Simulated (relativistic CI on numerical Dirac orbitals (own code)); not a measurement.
# Electric-dipole transitions in Sm²⁰⁺

Method of calculation: Dirac-Coulomb-Breit CI, orbitals from a KLI potential per configuration, model QED, unscaled Slater integrals (own radial code, finite nucleus).

Configurations in the expansion (outside the closed core [Ar] 3d10): 4s²4p⁶4d⁶, 4s²4p⁵4d⁷, 4s²4p⁶4d⁵4f, 4s4p⁶4d⁷, 4s²4p⁵4d⁶4f, 4s²4p⁶4d⁵5s, 4s4p⁶4d⁶4f, 4s²4p⁶4d⁵5p, 4s²4p⁶4d⁴4f5s, 4s²4p⁶4d⁵5d, 4s²4p⁶4d⁴5s5p, 4s²4p⁵4d⁶5s, 4s²4p⁶4d⁵5f, 4s²4p⁶4d⁵6s, 4s4p⁶4d⁶5s, 4s²4p⁶4d⁵7s, 4p⁶4d⁷5p, 4p⁶4d⁸, 4p⁵4d⁹, 4p⁵4d⁸4f, 4s²4p⁶4d⁴5s², 4s²4p⁶4d³4f5s², 4s²4p⁵4d⁴4f5s², 4s4p⁶4d⁴4f5s². Double excitations out of closed p, d and f shells are left out; levels of such configurations are missing from the list, as are those of other unlisted configurations, and high levels can miss mixing partners. These lack a partner that the ground configuration has and come out too high: 4s²4p⁵4d⁶5s.

```
λ vac (Å)               Lower                   Upper   A (s⁻¹)  E lower (cm⁻¹)  E upper (cm⁻¹)
   78.424   4s²4p⁶4d⁶ ⁵D4 [1]  4s²4p⁶4d⁵4f ³F°4 [330]  5.66e+09               0         1275126
   78.992   4s²4p⁶4d⁶ ⁵D3 [3]  4s²4p⁶4d⁵4f ³D°3 [366]  1.66e+10           30928         1296875
   86.989  4s²4p⁶4d⁶ ¹I6 [20]  4s²4p⁶4d⁵4f ³G°5 [322]  1.34e+10          119456         1269031
   95.605   4s²4p⁶4d⁶ ³H4 [6]     4s²4p⁵4d⁷ ³D°3 [83]  9.10e+09           49165         1095136
   97.049   4s²4p⁶4d⁶ ³G5 [8]     4s²4p⁵4d⁷ ³F°4 [80]  2.42e+10           62949         1093351
   97.224  4s²4p⁶4d⁶ ¹I6 [20]  4s²4p⁶4d⁵4f ¹H°5 [117]  2.31e+10          119456         1148005
   97.685   4s²4p⁶4d⁶ ³H6 [7]   4s²4p⁶4d⁵4f ⁷F°5 [77]  9.73e+09           62362         1086062
   97.704   4s²4p⁶4d⁶ ⁵D2 [2]     4s²4p⁵4d⁷ ³D°3 [56]  6.32e+09           18687         1042184
   97.885   4s²4p⁶4d⁶ ³H4 [6]     4s²4p⁵4d⁷ ³F°3 [65]  1.02e+10           49165         1070770
   98.206   4s²4p⁶4d⁶ ³H6 [7]     4s²4p⁵4d⁷ ³H°5 [69]  8.59e+09           62362         1080626
   98.368  4s²4p⁶4d⁶ ³F3 [10]     4s²4p⁵4d⁷ ³D°3 [83]  9.78e+09           78542         1095136
   98.740   4s²4p⁶4d⁶ ³H6 [7]     4s²4p⁵4d⁷ ¹H°5 [68]  9.84e+09           62362         1075119
   98.930   4s²4p⁶4d⁶ ⁵D4 [1]     4s²4p⁵4d⁷ ³F°4 [43]  6.17e+09               0         1010816
   99.143   4s²4p⁶4d⁶ ⁵D4 [1]     4s²4p⁵4d⁷ ⁵D°3 [42]  2.17e+10               0         1008646
   99.404   4s²4p⁶4d⁶ ³H6 [7]     4s²4p⁵4d⁷ ³H°6 [63]  1.90e+10           62362         1068353
   99.596   4s²4p⁶4d⁶ ⁵D3 [3]     4s²4p⁵4d⁷ ⁵P°2 [53]  1.77e+10           30928         1034989
   99.689  4s²4p⁶4d⁶ ¹I6 [20]     4s²4p⁵4d⁷ ³I°6 [95]  9.65e+09          119456         1122574
   99.789  4s²4p⁶4d⁶ ³H5 [17]     4s²4p⁵4d⁷ ³F°4 [90]  1.04e+10          109670         1111783
   100.39   4s²4p⁶4d⁶ ³H4 [6]     4s²4p⁵4d⁷ ³H°4 [58]  2.09e+10           49165         1045268
   100.52   4s²4p⁶4d⁶ ⁵D2 [2]     4s²4p⁵4d⁷ ⁵D°1 [44]  2.05e+10           18687         1013466
   100.87   4s²4p⁶4d⁶ ⁵D4 [1]     4s²4p⁵4d⁷ ⁵D°4 [39]  1.95e+10               0          991353
   100.96   4s²4p⁶4d⁶ ⁵D3 [3]     4s²4p⁵4d⁷ ⁵F°3 [48]  1.08e+10           30928         1021427
   101.05   4s²4p⁶4d⁶ ⁵D3 [3]     4s²4p⁵4d⁷ ⁵D°4 [47]  4.50e+09           30928         1020562
   101.85   4s²4p⁶4d⁶ ³G5 [8]     4s²4p⁵4d⁷ ³H°5 [57]  1.55e+10           62949         1044804
   102.24   4s²4p⁶4d⁶ ⁵D1 [5]     4s²4p⁵4d⁷ ³D°2 [46]  8.70e+09           41736         1019826
   102.26   4s²4p⁶4d⁶ ⁵D2 [2]     4s²4p⁵4d⁷ ³P°2 [40]  1.67e+10           18687          996603
   102.28   4s²4p⁶4d⁶ ⁵D3 [3]     4s²4p⁵4d⁷ ⁵D°3 [42]  6.35e+09           30928         1008646
   102.79   4s²4p⁶4d⁶ ⁵D4 [1]     4s²4p⁵4d⁷ ⁵F°5 [36]  1.05e+10               0          972834
   104.18   4s²4p⁶4d⁶ ³G5 [8]     4s²4p⁵4d⁷ ³H°6 [49]  3.97e+09           62949         1022798
   104.53   4s²4p⁶4d⁶ ⁵D2 [2]     4s²4p⁵4d⁷ ³D°3 [37]  4.41e+09           18687          975346
```

Terms are leading LS components. Brackets give the number of a level in order of energy, since labels repeat. The list gives strong lines, with weight on those to low levels, without lines whose two gauges differ by over a factor of 2.5, among the lowest 400 of 9591 levels, so that lines to higher ones, which can be the strongest, are missing. Levels whose partners in the same complex of configurations lie outside the list can be far off, and so can their lines. Rates are taken at the computed energies, electric ones in the length gauge.

At this charge energies of transitions that change n are usually good to better than 1 %, and those within a shell (Δn = 0) to a few per cent. Terms inside the open d or f shell come out 10 to 20 % too wide with unscaled integrals.

LS names give the leading component of a level, which can be under half, so a name can repeat, a term be missing and a line seem to break the LS rules.
